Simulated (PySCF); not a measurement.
Run record: geometry optimisation, `O=C(C[TeH])O[SiH3]`.

Computed with PBE0-D3(BJ)/def2-SVP geometry optimisation, gas phase, def2 core potentials past Kr (PySCF 2.14.0). Start geometry: GFN2-xTB. The input is one job of a driver script: a line of settings, then coordinates in Å.

Input:
```
{"job": {"xc": "PBE0", "basis": "def2-SVP", "d3": "d3bj", "grid": 1, "maxiter": 30, "shake": 0.01, "kind": "geom"}, "charge": 0, "multiplicity": 1}
O      0.564800    -1.186570     1.371970
C     -0.074190    -0.508790     0.563160
C     -1.541140    -0.623850     0.263740
Te    -1.912860     0.878160    -1.218890
O      0.541120     0.421130    -0.169130
Si     2.190030     0.606020     0.124900
H     -1.725160    -1.626130    -0.086240
H     -2.072890    -0.462210     1.180550
H     -3.552460     0.467410    -1.236430
H      2.828720    -0.662520    -0.210440
H      2.352220     0.996150     1.525800
H      2.441480     1.672930    -0.823860
```

Output:
```
step   0  E = -787.17853712  max force = 0.028109
step   1  E = -787.18723892  max force = 0.010769
step   2  E = -787.18798405  max force = 0.003910
step   3  E = -787.18801468  max force = 0.003404
step   4  E = -787.18809845  max force = 0.000741
step   5  E = -787.18810245  max force = 0.000402
optimisation converged
```

Energies in Eh; «max force» is the largest Cartesian gradient component in Eh/bohr.

Give the first gradient maximum in eV/Å.

With 1 Eh/bohr = 51.422 eV/Å, 1.445 eV/Å.

In short: final energy -787.18810 Eh after 5 steps; dipole 0.59 D.

Where do the atoms end?

0.142 Å rms from the input after alignment:
```
atom  x, y, z in Å
O1     0.4522   -1.1920    1.3689
C2    -0.0862   -0.4945    0.5484
C3    -1.5504   -0.5754    0.2135
Te4   -2.1486    0.8737   -1.2803
O5     0.5859    0.4275   -0.1490
Si6    2.2738    0.5927    0.1618
H7    -1.7624   -1.5930   -0.1429
H8    -2.1217   -0.4221    1.1394
H9    -3.7335    0.3545   -1.2094
H10    2.9728   -0.6738   -0.1754
H11    2.4896    0.9912    1.5763
H12    2.6682    1.6830   -0.7661
```

How long does this job take on Arm Neoverse N1, one thread, on a shared host? And the peak memory of the process?

About 88 s, with 0.56 GiB resident at the peak, the Python interpreter and its libraries included.
Labels such as C1 count atoms from 1, the log's own numbers from 0.
